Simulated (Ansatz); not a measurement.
Isolated molecules relaxed with PBE0-D4/def2-TZVP in Ansatz; ΔE leaves out vibrations. CCSD(T)/CBS is the MP2 limit (def2-TZVPP, def2-QZVPP) plus CCSD(T) − MP2 in def2-TZVPP, frozen cores. This one scheme is used for every species. Functionals use def2-TZVPP. B3LYP here is the variant with VWN-RPA as its local correlation; programs differ in this. Elements past krypton have def2 core potentials. For I outer-core shells are correlated without core-valence functions, which leaves a few kJ/mol of doubt a bond. One conformer a species, not always the lowest.

Consider the hydrogenolysis of a C–O bond: `F[SiH2]OCI` + H₂ → `CI` + `O[SiH2]F`.

```json
{"level": "PBE-D4", "ΔE (kJ/mol)": "-99.0", "difference from CCSD(T)/CBS": "13.3"}
{"level": "r2SCAN-D4", "ΔE (kJ/mol)": "-103.8", "difference from CCSD(T)/CBS": "8.5"}
{"level": "PBE0-D4", "ΔE (kJ/mol)": "-108.5", "difference from CCSD(T)/CBS": "3.8"}
{"level": "B3LYP-D4", "ΔE (kJ/mol)": "-102.0", "difference from CCSD(T)/CBS": "10.3"}
{"level": "ωB97X-V", "ΔE (kJ/mol)": "-109.7", "difference from CCSD(T)/CBS": "2.6"}
{"level": "ωB97M-V", "ΔE (kJ/mol)": "-111.4", "difference from CCSD(T)/CBS": "0.9"}
{"level": "B2PLYP", "ΔE (kJ/mol)": "-114.8", "difference from CCSD(T)/CBS": "-2.5"}
{"level": "PBE", "ΔE (kJ/mol)": "-107.7", "difference from CCSD(T)/CBS": "4.6"}
{"level": "r2SCAN", "ΔE (kJ/mol)": "-106.1", "difference from CCSD(T)/CBS": "6.2"}
{"level": "PBE0", "ΔE (kJ/mol)": "-116.3", "difference from CCSD(T)/CBS": "-4.0"}
{"level": "B3LYP", "ΔE (kJ/mol)": "-116.1", "difference from CCSD(T)/CBS": "-3.8"}
{"level": "HF/def2-TZVPP", "ΔE (kJ/mol)": "-132.5", "difference from CCSD(T)/CBS": "-20.2"}
{"level": "MP2/def2-TZVPP", "ΔE (kJ/mol)": "-112.6", "difference from CCSD(T)/CBS": "-0.3"}
{"level": "SCS-MP2/def2-TZVPP", "ΔE (kJ/mol)": "-114.3", "difference from CCSD(T)/CBS": "-2.0"}
{"level": "CCSD/def2-TZVPP", "ΔE (kJ/mol)": "-119.0", "difference from CCSD(T)/CBS": "-6.7"}
{"level": "CCSD(T)/def2-TZVPP", "ΔE (kJ/mol)": "-112.9", "difference from CCSD(T)/CBS": "-0.6"}
{"level": "HF/def2-QZVPP", "ΔE (kJ/mol)": "-132.5", "difference from CCSD(T)/CBS": "-20.2"}
{"level": "MP2/def2-QZVPP", "ΔE (kJ/mol)": "-112.2", "difference from CCSD(T)/CBS": "0.1"}
{"level": "SCS-MP2/def2-QZVPP", "ΔE (kJ/mol)": "-114.4", "difference from CCSD(T)/CBS": "-2.1"}
{"level": "HF/CBS(def2)", "ΔE (kJ/mol)": "-132.5", "difference from CCSD(T)/CBS": "-20.2"}
{"level": "MP2/CBS(def2)", "ΔE (kJ/mol)": "-111.9", "difference from CCSD(T)/CBS": "0.4"}
{"level": "CCSD/CBS(def2)", "ΔE (kJ/mol)": "-118.4", "difference from CCSD(T)/CBS": "-6.1"}
{"level": "CCSD(T)/CBS", "ΔE (kJ/mol)": "-112.3", "difference from CCSD(T)/CBS": "0"}
```

Largest T1 diagnostic among the species: 0.011.

The D4 term adds +14.2 kJ/mol with B3LYP and +7.8 kJ/mol with PBE0; it sums over pairs of atoms, weighted by their polarisabilities, and B3LYP, whose exchange is more repulsive, gets the larger term. From PBE to PBE0 (25 % exact exchange), in def2-TZVPP and without D4, ΔE moves by −8.5 kJ/mol. In def2-TZVPP, CCSD(T) changes the Hartree–Fock value by +19.6 kJ/mol (the triples alone add +6.1 kJ/mol) and MP2 by +19.9 kJ/mol.
